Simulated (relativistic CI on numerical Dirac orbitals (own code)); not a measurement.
# Te50+: sensitivity of the levels to the model

Base calculation: Dirac-Coulomb-Breit CI, orbitals from a KLI potential per configuration, a model potential for QED, unscaled Slater integrals.

Configurations in the expansion: 1s2, 1s.2s, 1s.2p, 1s.3s, 1s.3p, 1s.3d, 1s.4s, 1s.4p, 1s.4d, 1s.4f, 1s.5s, 1s.5p, 1s.5d, 1s.5f, 1s.5g, 1s.6s, 1s.6p, 1s.6d, 2s2. Levels of other configurations are missing.

Variants: (1) valence Slater integrals scaled by 0.9; (2) Breit term removed. Shifts of the energy above 1s2 1S_0, in eV, for the lowest level and the first level of each name with at least 55 % of one term (blank where a level changes its place among those of its configuration and J or its character, or is not in the variant):

| Level | Base | Δ(1) | Δ(2) |
| --- | --- | --- | --- |
| 1s2 1S_0 | 0.0 | 0.0 | 0.0 |
| 1s.2s 3S_1 | 27836.1 | +1.8 | +52.3 |
| 1s.2p 3P°_1 | 27910.0 | -0.2 | +51.1 |
| 1s.2p 3P°_0 | 27914.2 | +1.2 | +32.4 |
| 1s.2s 1S_0 | 27916.5 | -5.3 | +41.8 |
| 1s.2p 3P°_2 | 28239.0 | +1.1 | +51.1 |
| 1s.2p 1P°_1 | 28272.9 | -2.1 | +48.5 |
| 1s.3s 3S_1 | 33088.9 | +0.5 | +52.3 |
| 1s.3p 3P°_1 | 33109.0 | -0.1 | +51.9 |
| 1s.3p 3P°_0 | 33110.1 | +0.3 | +46.9 |
| 1s.3s 1S_0 | 33110.3 | -1.4 | +49.2 |
| 1s.3p 3P°_2 | 33206.9 | +0.3 | +52.0 |
| 1s.3d 3D_2 | 33215.0 | 0.0 | +52.8 |
| 1s.3d 3D_1 | 33216.3 | 0.0 | +51.2 |

At this charge energies of transitions that change n are usually good to better than 1 %, and those within a shell (Δn = 0) to a few per cent.

Ionisation energy from the two ground configurations alone: base 37193.9 eV; Breit term removed 37246.2 eV. The NIST ASD value (theoretical) is 37196.5 eV.

LS names give the leading component of a level, which can be under half, so a name can repeat, a term be missing and a line seem to break the LS rules.
